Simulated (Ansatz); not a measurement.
CH₂Cl₂, charge +1, doublet, at a GFN2-xTB geometry (a state made from the parent by changing its charge; the spin is typed, not shown lowest); CASSCF(5,6)/cc-pVDZ in Ansatz (an electronic-structure program).

Ansatz was given this input:
Ansatz 0.2 input:
```yaml
crystal:
  periodic: [false, false, false]
  atoms:
    - {symbol: Cl, position_ang: [-1.48413755, 0.20365553, 0.00928534]}
    - {symbol: C, position_ang: [0.00379042, -0.72483230, 0.05524271]}
    - {symbol: Cl, position_ang: [1.48194658, 0.21531728, -0.04121713]}
    - {symbol: H, position_ang: [0.02202254, -1.31939298, 0.98874926]}
    - {symbol: H, position_ang: [-0.00751864, -1.45415093, -0.77736507]}
basis:
  gaussian:
    orbitals: cc-pVDZ
hamiltonian:
  xc: hf
total_charge: 1
correlation: {active_space: {window: {electrons: 5, orbitals: 6}}}
magnetization: {spin_polarized: false, initial_magnetization: 1}
```

The log (banner, timings and long lists left out):

```
Functional definition: HF
608 factors; integrals over basis functions are off by at most 1.0e-3 eV
mean field evaluation 1: about -26056.8907 eV, gradient 1.4e1 eV
mean field evaluation 2: about -26056.9684 eV, gradient 1.4e1 eV
mean field evaluation 4: about -26057.8143 eV, gradient 2.1e0 eV
mean field evaluation 8: about -26057.8535 eV, gradient 3.0e-1 eV
mean field evaluation 16: about -26057.8548 eV, gradient 1.1e-3 eV
mean field evaluation 32: about -26058.3823 eV, gradient 2.8e-2 eV
mean field evaluation 64: about -26057.1931 eV, gradient 2.6e-6 eV
mean field evaluation 96: about -26058.2541 eV, gradient 3.5e-1 eV
mean field evaluation 128: about -26058.3787 eV, gradient 8.2e-1 eV
mean field evaluation 160: about -26058.0836 eV, gradient 3.4e0 eV
mean field evaluation 192: about -26057.1931 eV, gradient 1.4e-2 eV
mean field evaluation 224: about -26057.8548 eV, gradient 1.2e-5 eV
mean field -26058.38235741 eV, -957.6278886290 hartree, gradient 2.3e-6 eV, S^2 0.750000; 18 other end points of the search recorded, 0 dependent functions left out
reference -26058.38235741 eV, -957.6278886290 hartree; 21, 20 occupied and 39, 40 virtual orbitals, 608 factors
state -26059.55418921 eV, -957.6709526531 hartree
the orbitals are reached from a further start. From the first start the search ends at -26059.54866287 eV, -957.6707495640 hartree
Total energy: -26059.55418921 eV, -957.6709526531 hartree
```
